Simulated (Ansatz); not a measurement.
`C#[C][SnH]([F])[Cl]` + HCl → `C#[C][SnH]([Cl])[Cl]` + H–F at 600 K and 1 bar (ligand exchange at the Sn–F bond).

Computed with Ansatz on PBE0-D4/def2-TZVP structures; ΔE is electronic, products minus reactants. CCSD(T)/CBS adds triple-zeta CCSD(T) − MP2 to the extrapolated MP2 energy (def2 sets, frozen cores). This one scheme is used for every species. def2 core potentials past Kr. For Sn outer-core shells are correlated without core-valence functions, which leaves a few kJ/mol of doubt a bond.

```tsv
species	CCSD(T)/CBS energy (Eh)	H − E (kJ/mol)	S (J/(mol·K))
`C#[C][SnH]([F])[Cl]`	-850.91139	132.1	444.7
HCl	-460.38127	35.4	207.2
`C#[C][SnH]([Cl])[Cl]`	-1210.91086	131.4	456.9
H–F	-100.39570	42.3	194.0
```

H − E and S are ideal-gas, rigid-rotor, harmonic terms from PBE0-D4/def2-TZVP, for one conformer and one mirror image of each species. 1 Eh = 2625.50 kJ/mol, R = 8.31446 J/(mol·K).

**Question.** By hand: ΔE, ΔH, ΔS and ΔG.

**Answer.** ΔE = (-1210.91086) + (-100.39570) − (-850.91139) − (-460.38127) = -0.01390 Eh = -36.5 kJ/mol. Δ(H − E) = 131.4 + 42.3 − 132.1 − 35.4 = 6.2, so ΔH = -30.3 kJ/mol. ΔS = 456.9 + 194.0 − 444.7 − 207.2 = -1.0 J/(mol·K). ΔG = -30.3 − 600 × (-1.0)/1000 = -29.7 kJ/mol.

**Question.** By hand: the equilibrium constant, and the temperature at which ΔG would vanish if ΔH and ΔS stayed fixed.

**Answer.** log₁₀ K = −ΔG/(RT ln 10) = 2.6. ΔG = 0 at ΔH/ΔS = 30300 K, far beyond where these terms or the molecules hold.

The number of gas molecules stays the same, so ΔS is small and ΔH decides. A doubt of 5 kJ/mol in ΔE shifts log₁₀ K by 0.4 here. Other conformers and mirror images would add mixing entropy, several J/(mol·K) or more a flexible species. These are equilibria of isolated gas molecules and say nothing of rates. Largest T1 diagnostic: 0.013 (customary marks: 0.02 for closed shells, 0.045 for open ones).
